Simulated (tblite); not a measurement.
A geometry optimisation, step by step.

Compound: C4H13ClGe2.
Numbering: `[CH3:1][CH:2]([CH3:3])[GeH2:4][Ge@@H:5]([CH3:6])[Cl:7]` (hydrogens: H8, H9, H10 on C1; H11 on C2; H12, H13, H14 on C3; H15, H16 on Ge4; H17 on Ge5; H18, H19, H20 on C6)

Computed with GFN2-xTB (tblite), gas phase: L-BFGS steps from a force-field or distance-geometry start until the largest atomic force falls under 0.01 eV/Å. 9 of its 257 geometries are shown.

Step 0: E = -642.7534 eV, largest atomic force 2.250 eV/Å
```
atom  x, y, z in Å  |  force x, y, z in eV/Å
C1     -1.892   -1.171   -1.004   -0.979  -0.242  -0.956
C2     -1.359    0.149   -0.477   -0.059  -0.275  -0.260
C3     -2.506    0.879    0.141   -2.021   0.851  -0.505
Ge4     0.068   -0.238    0.764    0.749  -0.301   1.050
Ge5     2.108    0.893    0.258   -0.573   0.745  -0.134
C6      3.527   -0.346   -0.190    0.890  -0.876   0.042
Cl7     1.851    2.218   -1.456    0.132  -0.287   0.597
H8     -1.783   -1.138   -2.110   -0.170  -0.592   0.702
H9     -1.400   -2.052   -0.569   -0.256   0.256  -0.391
H10    -2.982   -1.206   -0.762    0.821  -0.427  -0.338
H11    -0.977    0.716   -1.335    0.013   0.153   0.269
H12    -3.324    0.873   -0.642    0.540   0.301   0.735
H13    -2.317    1.948    0.356    0.096  -0.659   0.209
H14    -2.962    0.349    1.009    0.685   0.484  -0.377
H15     0.379   -1.759    0.634   -0.080   0.400   0.245
H16    -0.384   -0.013    2.238    0.156  -0.180  -0.468
H17     2.520    1.695    1.507    0.147   0.226  -0.244
H18     3.159   -1.398   -0.104    0.399   0.815  -0.014
H19     4.350   -0.181    0.539   -0.384  -0.349  -0.575
H20     3.920   -0.209   -1.207   -0.107  -0.044   0.413
```

Step 32: E = -643.2604 eV, largest atomic force 0.064 eV/Å
```
atom  x, y, z in Å  |  force x, y, z in eV/Å
C1     -2.004   -1.240   -1.112    0.006   0.010   0.011
C2     -1.443    0.061   -0.523   -0.046   0.012  -0.020
C3     -2.537    0.901    0.130    0.008   0.008   0.012
Ge4     0.041   -0.243    0.806    0.032   0.021   0.013
Ge5     2.129    0.916    0.317    0.000  -0.034   0.040
C6      3.604   -0.335   -0.171    0.001  -0.001   0.000
Cl7     1.885    2.207   -1.350   -0.011   0.028   0.000
H8     -1.947   -1.240   -2.199   -0.012   0.024   0.037
H9     -1.459   -2.112   -0.750   -0.034  -0.001  -0.025
H10    -3.049   -1.359   -0.832    0.045  -0.044   0.014
H11    -1.006    0.654   -1.332   -0.011   0.001  -0.006
H12    -3.339    1.115   -0.576    0.059   0.009   0.008
H13    -2.127    1.847    0.486   -0.010   0.005  -0.022
H14    -2.962    0.375    0.985    0.001  -0.009  -0.028
H15     0.383   -1.726    0.867   -0.037   0.016   0.029
H16    -0.455    0.064    2.209    0.031  -0.033  -0.024
H17     2.637    1.853    1.431   -0.046  -0.008  -0.034
H18     3.254   -1.363   -0.113    0.022   0.005  -0.008
H19     4.450   -0.223    0.502   -0.007   0.001  -0.011
H20     3.941   -0.144   -1.186    0.011  -0.010   0.014
```

Step 64: E = -643.3648 eV, largest atomic force 0.126 eV/Å
```
atom  x, y, z in Å  |  force x, y, z in eV/Å
C1     -2.074   -1.251   -1.071    0.049   0.051   0.075
C2     -1.440    0.021   -0.523    0.064   0.042   0.045
C3     -2.482    0.990    0.019    0.016  -0.055   0.001
Ge4    -0.017   -0.350    0.862   -0.035  -0.014  -0.041
Ge5     2.071    0.773    0.330    0.093   0.016   0.016
C6      3.694   -0.280   -0.164    0.004   0.013   0.017
Cl7     1.750    2.066   -1.331   -0.007   0.022   0.051
H8     -2.654   -1.031   -1.966   -0.055   0.002   0.034
H9     -1.302   -1.972   -1.335    0.007  -0.043  -0.025
H10    -2.730   -1.704   -0.329    0.013  -0.013  -0.003
H11    -0.917    0.515   -1.347    0.037   0.024  -0.017
H12    -3.151    1.305   -0.776   -0.098   0.026  -0.075
H13    -2.012    1.879    0.436    0.050  -0.008   0.001
H14    -3.075    0.515    0.798    0.000  -0.011   0.049
H15     0.215   -1.838    1.026    0.013  -0.054  -0.035
H16    -0.432    0.060    2.260   -0.074   0.018  -0.026
H17     2.512    1.719    1.468   -0.057   0.033  -0.062
H18     3.519   -1.351   -0.162   -0.071  -0.021  -0.003
H19     4.488   -0.067    0.546    0.036  -0.006  -0.002
H20     4.030    0.011   -1.155    0.014  -0.020   0.001
```

Step 96: E = -643.3978 eV, largest atomic force 0.056 eV/Å
```
atom  x, y, z in Å  |  force x, y, z in eV/Å
C1     -2.056   -1.262   -1.044    0.002   0.005   0.004
C2     -1.413    0.033   -0.567   -0.016   0.004   0.017
C3     -2.445    0.994    0.009   -0.002   0.010   0.004
Ge4     0.014   -0.333    0.799   -0.007   0.001  -0.006
Ge5     2.081    0.860    0.362    0.024  -0.024  -0.044
C6      3.632   -0.301   -0.118   -0.007   0.013   0.004
Cl7     1.789    2.159   -1.295    0.007   0.006   0.000
H8     -2.801   -1.059   -1.813   -0.011  -0.009   0.013
H9     -1.304   -1.929   -1.463   -0.007  -0.001  -0.007
H10    -2.543   -1.775   -0.216   -0.016   0.012  -0.007
H11    -0.933    0.517   -1.423   -0.007  -0.018   0.019
H12    -3.208    1.233   -0.731    0.003  -0.006  -0.008
H13    -1.968    1.923    0.321    0.014   0.007  -0.011
H14    -2.933    0.555    0.878   -0.006  -0.020  -0.014
H15     0.311   -1.821    0.859    0.004   0.009  -0.001
H16    -0.514   -0.038    2.188    0.004  -0.013  -0.002
H17     2.508    1.822    1.477    0.006   0.018   0.036
H18     3.342   -1.349   -0.109   -0.002   0.019  -0.002
H19     4.447   -0.166    0.588    0.000  -0.001  -0.014
H20     3.989   -0.053   -1.113    0.016  -0.010   0.020
```

Step 128: E = -643.4051 eV, largest atomic force 0.044 eV/Å
```
atom  x, y, z in Å  |  force x, y, z in eV/Å
C1     -2.159   -1.293   -0.974   -0.013  -0.018   0.002
C2     -1.452    0.004   -0.605   -0.003  -0.025  -0.015
C3     -2.424    1.024   -0.029    0.020  -0.014   0.006
Ge4     0.044   -0.353    0.693   -0.038   0.013  -0.003
Ge5     2.103    0.892    0.359    0.037  -0.008   0.012
C6      3.672   -0.263   -0.073    0.008  -0.007  -0.005
Cl7     1.900    2.254   -1.253   -0.012   0.019  -0.035
H8     -2.961   -1.109   -1.690    0.035   0.020   0.018
H9     -1.455   -1.995   -1.419   -0.024  -0.001  -0.001
H10    -2.592   -1.759   -0.089    0.013   0.022  -0.009
H11    -1.007    0.426   -1.512    0.011   0.001   0.014
H12    -3.180    1.294   -0.765    0.002  -0.002   0.004
H13    -1.899    1.930    0.271    0.011   0.022  -0.017
H14    -2.927    0.614    0.846   -0.001  -0.004   0.018
H15     0.400   -1.827    0.649   -0.003  -0.016   0.008
H16    -0.456   -0.174    2.113   -0.010  -0.019  -0.013
H17     2.474    1.807    1.537   -0.011  -0.009   0.003
H18     3.371   -1.307   -0.108    0.007   0.006   0.006
H19     4.453   -0.157    0.676   -0.020   0.005   0.005
H20     4.089    0.003   -1.040   -0.008   0.015   0.000
```

Step 160: E = -643.4446 eV, largest atomic force 0.046 eV/Å
```
atom  x, y, z in Å  |  force x, y, z in eV/Å
C1     -2.546   -1.281   -0.703    0.026   0.016   0.009
C2     -1.510   -0.165   -0.728    0.010   0.019   0.011
C3     -2.086    1.137   -0.187    0.045   0.007  -0.003
Ge4     0.097   -0.687    0.350    0.007  -0.016   0.009
Ge5     2.007    0.825    0.354    0.017   0.021  -0.009
C6      3.805   -0.009    0.111    0.003  -0.005  -0.010
Cl7     1.833    2.291   -1.175   -0.019  -0.028   0.005
H8     -3.418   -1.007   -1.295   -0.017   0.009  -0.013
H9     -2.128   -2.200   -1.111   -0.003  -0.018   0.013
H10    -2.873   -1.475    0.318    0.014  -0.001  -0.012
H11    -1.188   -0.003   -1.762   -0.031  -0.010   0.015
H12    -3.013    1.393   -0.699    0.020   0.022  -0.019
H13    -1.377    1.954   -0.324   -0.005   0.006  -0.002
H14    -2.299    1.047    0.878   -0.035  -0.024   0.011
H15     0.547   -2.079   -0.060    0.018   0.006  -0.003
H16    -0.355   -0.897    1.783    0.013  -0.009  -0.011
H17     2.051    1.668    1.640   -0.013   0.008  -0.005
H18     3.714   -1.055   -0.173   -0.014   0.011   0.002
H19     4.373    0.046    1.036   -0.016  -0.012  -0.012
H20     4.360    0.508   -0.667   -0.020  -0.002   0.023
```

Step 192: E = -643.4581 eV, largest atomic force 0.038 eV/Å
```
atom  x, y, z in Å  |  force x, y, z in eV/Å
C1     -2.605   -1.252   -0.611    0.010  -0.008   0.000
C2     -1.503   -0.207   -0.720   -0.024   0.015  -0.013
C3     -1.974    1.153   -0.222   -0.006   0.011   0.009
Ge4     0.124   -0.784    0.291   -0.003  -0.004  -0.006
Ge5     1.944    0.824    0.340    0.006   0.002   0.036
C6      3.771    0.052    0.164    0.035  -0.001  -0.007
Cl7     1.748    2.217   -1.251    0.000  -0.002  -0.016
H8     -3.478   -0.949   -1.188    0.007  -0.011  -0.003
H9     -2.257   -2.214   -0.985   -0.025   0.014   0.004
H10    -2.911   -1.380    0.427    0.022   0.012  -0.017
H11    -1.221   -0.105   -1.773    0.016  -0.019   0.013
H12    -2.834    1.495   -0.795   -0.004   0.014  -0.005
H13    -1.180    1.894   -0.318   -0.013  -0.002  -0.011
H14    -2.267    1.097    0.826   -0.002  -0.020   0.032
H15     0.631   -2.098   -0.276    0.003  -0.014   0.006
H16    -0.274   -1.165    1.703    0.006   0.009  -0.007
H17     1.917    1.715    1.593   -0.008   0.004  -0.009
H18     3.725   -0.951   -0.251   -0.006   0.009  -0.017
H19     4.268   -0.002    1.129   -0.031   0.001   0.002
H20     4.372    0.670   -0.498    0.016  -0.010   0.009
```

Step 224: E = -643.4776 eV, largest atomic force 0.047 eV/Å
```
atom  x, y, z in Å  |  force x, y, z in eV/Å
C1     -2.566   -1.261   -0.668    0.017   0.019  -0.005
C2     -1.494   -0.180   -0.684    0.007  -0.004   0.000
C3     -2.024    1.135   -0.127   -0.017  -0.020   0.001
Ge4     0.124   -0.743    0.348    0.017   0.017  -0.005
Ge5     1.959    0.846    0.225   -0.023  -0.003   0.017
C6      3.772    0.029    0.183   -0.022  -0.014  -0.020
Cl7     1.762    2.011   -1.540    0.031  -0.010  -0.009
H8     -3.426   -0.954   -1.263    0.006  -0.015   0.017
H9     -2.179   -2.194   -1.076   -0.002   0.013  -0.005
H10    -2.901   -1.449    0.351   -0.004   0.008  -0.011
H11    -1.173   -0.013   -1.717   -0.028  -0.014   0.003
H12    -2.883    1.479   -0.703    0.011   0.021  -0.010
H13    -1.252    1.905   -0.164   -0.027  -0.007   0.005
H14    -2.341    1.008    0.908    0.023   0.011   0.003
H15     0.599   -2.097   -0.147   -0.001  -0.016   0.018
H16    -0.260   -1.016    1.789    0.008  -0.007  -0.014
H17     1.935    1.898    1.345    0.000  -0.005   0.005
H18     3.791   -0.797   -0.526    0.019   0.040   0.016
H19     4.030   -0.356    1.166    0.008  -0.003  -0.012
H20     4.522    0.758   -0.114   -0.021  -0.009   0.006
```

Step 256: E = -643.4846 eV, largest atomic force 0.007 eV/Å
```
atom  x, y, z in Å  |  force x, y, z in eV/Å
C1     -2.636   -1.246   -0.556    0.001  -0.001   0.000
C2     -1.533   -0.209   -0.715    0.000   0.001   0.000
C3     -1.962    1.144   -0.162   -0.002   0.001   0.000
Ge4     0.145   -0.804    0.199    0.001  -0.001  -0.007
Ge5     1.945    0.826    0.166   -0.001  -0.004   0.002
C6      3.784    0.083    0.271   -0.002   0.005   0.001
Cl7     1.877    1.972   -1.619    0.001   0.001  -0.003
H8     -3.539   -0.929   -1.076   -0.001   0.001   0.000
H9     -2.323   -2.207   -0.963    0.001  -0.002  -0.002
H10    -2.878   -1.385    0.497    0.000   0.000   0.001
H11    -1.309   -0.093   -1.779    0.000  -0.003   0.001
H12    -2.860    1.502   -0.666   -0.002  -0.001  -0.001
H13    -1.173    1.883   -0.305    0.001   0.004   0.004
H14    -2.177    1.069    0.904    0.001   0.001   0.002
H15     0.614   -2.126   -0.381   -0.001  -0.001   0.000
H16    -0.179   -1.168    1.634    0.001   0.000   0.002
H17     1.793    1.876    1.279   -0.001   0.002   0.000
H18     3.967   -0.585   -0.567    0.000  -0.005  -0.001
H19     3.922   -0.476    1.192    0.000   0.002  -0.001
H20     4.518    0.884    0.236    0.001  -0.001   0.002
```

**Question.** Summarise the path.

**Answer.** The energy falls by 70.55 kJ/mol from step 0 to step 256; nine tenths of that is first reached at step 141. It rises by more than 0.2 meV at steps 51, 142 and 148. The largest force goes from 2.250 to 0.007 eV/Å. Among the bonds C2–Ge4 changes most, from 1.930 to 2.001 Å; the atoms move by 1.082 Å rms after alignment.

What follows is the cost of the whole relaxation. Hardware: one thread, Arm Neoverse N1 (aarch64), no GPU, shared host. Cost: 4.4 s of wall time.
